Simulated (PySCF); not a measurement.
Geometries of 2 isomers of C3H6BFTe, from PBE0-D3(BJ)/def2-SVP geometry optimisation, gas phase, def2 core potentials past Kr in PySCF. One conformer each, no zero-point energy, no frequencies.

Problem. Which is lower in electronic energy at this level?
A.
```xyz
12
angstrom
B      1.653    0.366    0.252
C      0.547    0.086   -0.790
C     -0.885    0.544   -0.531
C     -1.306   -0.183    0.743
F     -1.271    0.590    1.850
Te     0.358   -1.649    0.640
H      1.450    1.103    1.188
H      2.773   -0.026    0.003
H      0.794   -0.243   -1.806
H     -1.560    0.248   -1.348
H     -0.966    1.636   -0.402
H     -2.279   -0.694    0.693
```
B.
```xyz
12
angstrom
B      1.220   -0.855   -0.666
C      0.138   -0.194    0.243
C     -1.350   -0.520    0.017
Te    -1.982    1.486    0.608
C      0.195    1.332    0.385
F      0.672    1.948   -0.734
H      0.983   -1.899   -1.230
H      2.329   -0.383   -0.733
H      0.448   -0.619    1.226
H     -1.757   -1.313    0.659
H     -1.616   -0.717   -1.029
H      0.759    1.712    1.249
```

Solution. A. That is `B[C@@H]1C[C@H](F)[Te]1`, 16.0 kcal/mol below the other.

```json
{"SMILES": "B[C@@H]1C[C@H](F)[Te]1", "atoms numbered as above": "[BH2:1][C@@H:2]1[CH2:3][C@H:4]([F:5])[Te:6]1", "E (Eh)": "-510.16419", "relative (kcal/mol)": "0.0", "relative (kJ/mol)": "0.0", "dipole (D)": "3.08"}
{"SMILES": "B[C@@H]1C[Te][C@@H]1F", "atoms numbered as above": "[BH2:1][C@@H:2]1[CH2:3][Te:4][C@@H:5]1[F:6]", "E (Eh)": "-510.13876", "relative (kcal/mol)": "16.0", "relative (kJ/mol)": "66.8", "dipole (D)": "1.94"}
```
